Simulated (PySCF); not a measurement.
CH3FO2Si. Atoms are numbered in the order given.

```xyz
8

O     -0.6535     2.0210     0.0000
C      0.4898     1.6520     0.0000
O      0.8425     0.3723     0.0000
Si    -0.4475    -0.7536     0.0000
F      0.3208    -2.1726     0.0000
H      1.3708     2.3256     0.0000
H     -1.2227    -0.6400     1.2534
H     -1.2227    -0.6400    -1.2534
```
Charge 0, spin multiplicity 1.

Geometry optimised at PBE0-D3(BJ)/def2-SVP. This is a generated structure with no PubChem entry under its InChIKey; it may be hypothetical. Other conformers were not sampled.

Computed with PBE/def2-TZVP in PySCF.

ESP charges are fitted to the potential on shells at 1.4 to 2.0 van der Waals radii. Atomic charges (e):

```
atom    IAO  Mulliken  ESP fit
----  -----  --------  -------
O1    -0.41     -0.26    -0.46
C2     0.38      0.18     0.51
O3    -0.55     -0.24    -0.37
Si4    1.23      0.53     0.62
F5    -0.51     -0.28    -0.25
H6     0.14      0.10     0.05
H7    -0.13     -0.02    -0.06
H8    -0.13     -0.02    -0.06
```

Q: Give the Mayer and Wiberg (Löwdin basis) orders of the bonds. (Estimate from the structure and the level; the computed values follow.)

A: 
```json
[
 {"bond": "O1–C2", "Mayer": "2.02", "Wiberg": "2.75"},
 {"bond": "C2–O3", "Mayer": "1.20", "Wiberg": "1.82"},
 {"bond": "O3–Si4", "Mayer": "0.98", "Wiberg": "1.31"},
 {"bond": "Si4–F5", "Mayer": "1.16", "Wiberg": "1.77"},
 {"bond": "C2–H6", "Mayer": "0.94", "Wiberg": "0.88"},
 {"bond": "Si4–H7", "Mayer": "0.93", "Wiberg": "0.94"},
 {"bond": "Si4–H8", "Mayer": "0.93", "Wiberg": "0.94"}
]
```
